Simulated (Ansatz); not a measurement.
(MgO)n: PBE-D4/def2-TZVPD single points in Ansatz on relaxed structures, gas phase. Each cluster is the lowest isomer that a short search found in that spin, judged at the geometry's level, and lower ones may exist. Binding counts from free atoms in the multiplicity of their measured ground term, without zero-point energy. Singlets are spin-restricted. The structures are stationary points that may keep the symmetry of their start. Remarks come from the PBE and PBE0 runs and from stability tests at other levels; not every state was tested. A HOMO above zero means that the electron is unbound at that level and held by the basis, or that self-interaction error raises the level; the energy of removing that electron tells which.

| species | atoms | state | geometry | HOMO (eV) | LUMO (eV) | gap (eV) | vertical EA (eV) | binding per atom (eV) | point group (within 0.1 Å) | remarks |
| --- | --- | --- | --- | --- | --- | --- | --- | --- | --- | --- |
| (MgO)2 ring (Mg2O2) | 4 | singlet | r2SCAN-D4/def2-TZVP | -4.55 | -3.14 | 1.41 | 1.36 | 2.84 | D2h | HOMO above zero (-1 doublet) |
| Mg4O4 | 8 | singlet | PBE-D4/def2-SVP | -5.39 | -2.58 | 2.80 | 1.01 | 3.54 | D4h | HOMO above zero (-1 doublet) |

Task: Estimate the rows for (MgO)3 ring (Mg3O3) (singlet, PBE0-D4/def2-SVP geometry).

Result: 
```
            species  atoms    state          geometry  HOMO (eV)  LUMO (eV)  gap (eV)  vertical EA (eV)  binding per atom (eV)  point group (within 0.1 Å)                       remarks
(MgO)3 ring (Mg3O3)      6  singlet  PBE0-D4/def2-SVP      -5.19      -2.59      2.60              1.01                   3.37                         D3h  HOMO above zero (-1 doublet)
```

The gap (eV) runs from 1.41 ((MgO)2 ring) to 2.80 (Mg4O4). The vertical EA (eV) runs from 1.01 ((MgO)3 ring) to 1.36 ((MgO)2 ring). The binding per atom (eV) runs from 2.84 ((MgO)2 ring) to 3.54 (Mg4O4).
